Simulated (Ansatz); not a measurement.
C8H16GeO4⁺, that is GeEt2(OAc)2 with one electron fewer. The state is a doublet with charge 1. Geometry PBE-D4/def2-SVP, that of the neutral singlet; atoms count from 1.

Cartesian coordinates in Å:
```
Ge -0.381 0.429 0.444
C 0.767 1.668 1.439
C 1.992 2.172 0.670
H 1.058 1.133 2.368
H 0.109 2.506 1.756
H 2.601 2.853 1.298
H 2.628 1.329 0.339
H 1.691 2.724 -0.242
C -2.267 0.288 0.942
C -2.465 -0.223 2.374
H -2.717 -0.395 0.194
H -2.725 1.289 0.794
H -3.543 -0.317 2.621
H -2.004 -1.222 2.510
H -2.016 0.457 3.127
O 0.194 -1.327 0.679
C 1.315 -1.694 0.036
C 1.557 -3.183 0.110
O 2.031 -0.903 -0.564
H 2.579 -3.420 -0.234
H 0.821 -3.687 -0.551
H 1.388 -3.562 1.136
O -0.223 1.008 -1.314
C -0.597 0.137 -2.271
C -0.249 0.627 -3.656
O -1.128 -0.937 -2.024
H -0.749 0.003 -4.417
H 0.851 0.553 -3.784
H -0.521 1.693 -3.779
```

Single mean-field runs in def2-TZVP are fitted with def2-universal-jkfit.

(1) Estimate the Mulliken populations from the PBE0/def2-TZVP orbitals of Ansatz.

(2) Where does the spin sit?

(3) And the Mayer bond orders between heavy atoms (over 0.3)?

## Answers

(1) 
```json
{"atom": "Ge1", "charge (e)": "0.56", "spin (α − β)": "0.03"}
{"atom": "C2", "charge (e)": "-0.26", "spin (α − β)": "0.08"}
{"atom": "C3", "charge (e)": "-0.37", "spin (α − β)": "0.02"}
{"atom": "H4", "charge (e)": "0.17", "spin (α − β)": "0.00"}
{"atom": "H5", "charge (e)": "0.17", "spin (α − β)": "0.00"}
{"atom": "H6", "charge (e)": "0.18", "spin (α − β)": "0.02"}
{"atom": "H7", "charge (e)": "0.16", "spin (α − β)": "0.00"}
{"atom": "H8", "charge (e)": "0.15", "spin (α − β)": "0.00"}
{"atom": "C9", "charge (e)": "-0.22", "spin (α − β)": "0.09"}
{"atom": "C10", "charge (e)": "-0.40", "spin (α − β)": "0.00"}
{"atom": "H11", "charge (e)": "0.18", "spin (α − β)": "0.01"}
{"atom": "H12", "charge (e)": "0.17", "spin (α − β)": "0.00"}
{"atom": "H13", "charge (e)": "0.18", "spin (α − β)": "0.01"}
{"atom": "H14", "charge (e)": "0.16", "spin (α − β)": "0.00"}
{"atom": "H15", "charge (e)": "0.15", "spin (α − β)": "0.01"}
{"atom": "O16", "charge (e)": "-0.29", "spin (α − β)": "0.09"}
{"atom": "C17", "charge (e)": "0.37", "spin (α − β)": "-0.04"}
{"atom": "C18", "charge (e)": "-0.37", "spin (α − β)": "0.03"}
{"atom": "O19", "charge (e)": "-0.24", "spin (α − β)": "0.29"}
{"atom": "H20", "charge (e)": "0.18", "spin (α − β)": "0.00"}
{"atom": "H21", "charge (e)": "0.18", "spin (α − β)": "0.00"}
{"atom": "H22", "charge (e)": "0.18", "spin (α − β)": "0.00"}
{"atom": "O23", "charge (e)": "-0.30", "spin (α − β)": "0.08"}
{"atom": "C24", "charge (e)": "0.36", "spin (α − β)": "-0.04"}
{"atom": "C25", "charge (e)": "-0.37", "spin (α − β)": "0.03"}
{"atom": "O26", "charge (e)": "-0.23", "spin (α − β)": "0.28"}
{"atom": "H27", "charge (e)": "0.18", "spin (α − β)": "0.00"}
{"atom": "H28", "charge (e)": "0.18", "spin (α − β)": "0.00"}
{"atom": "H29", "charge (e)": "0.18", "spin (α − β)": "0.00"}
```
Mulliken values depend strongly on the basis.

(2) Summed by element: Ge 0.03, C 0.17, H 0.06, O 0.75, of 1 unpaired in all. Largest on single atoms: O19 0.29, O26 0.28, O16 0.09.

(3) Ge1–C2 0.92 (1.96 Å); Ge1–C9 0.93 (1.96 Å); Ge1–O16 0.81 (1.86 Å); Ge1–O23 0.82 (1.86 Å); C2–C3 1.01 (1.53 Å); C9–C10 0.99 (1.53 Å); O16–C17 1.21 (1.34 Å); C17–C18 1.00 (1.51 Å); C17–O19 1.77 (1.22 Å); O23–C24 1.21 (1.35 Å); C24–C25 1.00 (1.51 Å); C24–O26 1.79 (1.22 Å).
